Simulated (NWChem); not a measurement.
**A calculation on germylsilane (H$_{6}$GeSi)**

```xyz
8

Si     0.0617     1.6043     0.0000
Ge    -0.0299    -0.7770     0.0000
H      0.7827     2.0914     1.2154
H      0.7827     2.0914    -1.2154
H     -1.3209     2.1722     0.0000
H     -0.7716    -1.2892     1.2495
H     -0.7716    -1.2892    -1.2495
H      1.3910    -1.3725     0.0000
```
Charge 0, spin multiplicity 1.

All runs are NWChem calculations. All single points use one geometry, from PBE0/def2-SVP, a minimum by its harmonic frequencies.

Symmetry labels belong to the abelian group Cs used in the runs, with the axes of the coordinates shown; states degenerate in a higher group split over its labels.

The Hamiltonian is non-relativistic.

List the lowest 4 singlet excitations that TD-PBE/def2-SVP gives, with oscillator strengths.


```tsv
state	symmetry	energy (eV)	wavelength (nm)	f
1	a'	7.41	167	0.016
2	a"	7.41	167	0.016
3	a'	7.87	158	0.159
4	a"	7.94	156	0.000
```
